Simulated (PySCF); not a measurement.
# Broadened absorption spectrum of C5H4F4S

C₅H₄F₄S.
Numbering: `[F:1][CH2:2][S:3][CH2:4][C:5]#[C:6][C:7]([F:8])([F:9])[F:10]` (hydrogens: H11, H12 on C2; H13, H14 on C4)

Cartesian coordinates in Å at the GFN2-xTB level; atoms count from 1:
```
atom  x, y, z in Å
F1     2.7521    0.5412   -1.3148
C2     2.3553    0.4381   -0.0167
S3     1.9520   -1.2767    0.4121
C4     0.4945   -1.5004   -0.6893
C5    -0.6033   -0.6969   -0.2432
C6    -1.4570    0.0303    0.1866
C7    -2.5239    0.8841    0.6816
F8    -3.3574    1.2724   -0.2961
F9    -2.0416    2.0048    1.2464
F10   -3.2729    0.2741    1.6120
H11    1.4771    1.0749    0.1191
H12    3.1845    0.7467    0.6226
H13    0.2459   -2.5602   -0.6383
H14    0.7942   -1.2329   -1.7040
```

Method: TDDFT PBE0/def2-SVPD, vertical, gas phase, core orbitals frozen in the response in PySCF.

Broadening: Gaussians 0.25 eV wide at half height, area fixed by f = 4.319×10⁻⁹ ∫ε dν̃. The width is an assumption, not a result. The curve ends short of the highest state used, and states not computed would add to its high-energy end.

| E (eV) | ε (L mol⁻¹ cm⁻¹) |
| --- | --- |
| 4.81 | 4 |
| 4.84 | 11 |
| 4.87 | 26 |
| 4.90 | 57 |
| 4.93 | 117 |
| 4.96 | 220 |
| 4.99 | 384 |
| 5.02 | 617 |
| 5.05 | 915 |
| 5.09 | 1369 |
| 5.12 | 1687 |
| 5.15 | 1919 |
| 5.18 | 2015 |
| 5.21 | 1954 |
| 5.24 | 1749 |
| 5.27 | 1445 |
| 5.30 | 1103 |
| 5.33 | 777 |
| 5.36 | 505 |
| 5.39 | 303 |
| 5.42 | 168 |
| 5.45 | 86 |
| 5.49 | 31 |
| 5.52 | 13 |
| 5.55 | 6 |
| 5.58 | 3 |
| 5.61 | 4 |
| 5.64 | 7 |
| 5.67 | 15 |
| 5.70 | 30 |
| 5.73 | 55 |
| 5.76 | 93 |
| 5.79 | 145 |
| 5.82 | 210 |
| 5.85 | 281 |
| 5.89 | 370 |
| 5.92 | 419 |
| 5.95 | 449 |
| 5.98 | 464 |
| 6.01 | 478 |
| 6.04 | 518 |
| 6.07 | 614 |
| 6.10 | 799 |
| 6.13 | 1100 |

(1) Where are the band maxima, and which computed states make them?

(2) Coming from long wavelengths, where does ε first pass 100 L mol⁻¹ cm⁻¹?

(3) On this curve, what absorbance would a 10⁻³ mol/L sample give at 254 nm over a 1 cm path?

## Answers

(1) 239 nm (5.18 eV), ε about 2000, made up of S1 (100%) (ε in L mol⁻¹ cm⁻¹; maxima over ε = 5, shares over 10%). At its high-energy end, 6.13 eV, the curve is still rising (ε about 1100, from S3 and S4). The states used: S1 5.18 eV (f 0.019); S2 5.94 eV (f 0.0037); S3 6.15 eV (f 0.0019); S4 6.31 eV (f 0.032); S5 6.51 eV (f 0.020); S6 6.73 eV (f 0.0007).

(2) At about 252 nm (4.92 eV), 0.26 eV below S1.

(3) 254 nm is 4.881 eV, where ε is about 35 L mol⁻¹ cm⁻¹, so A = ε c l ≈ 0.035 (Beer–Lambert, with the gas-phase spectrum and the assumed width).

Time: 59 s; peak memory 1.1 GiB. Hardware: one thread of an Arm Neoverse V1, no GPU, shared host with 32 logical CPUs at a one-minute load of 19.

One conformer stands for the species.
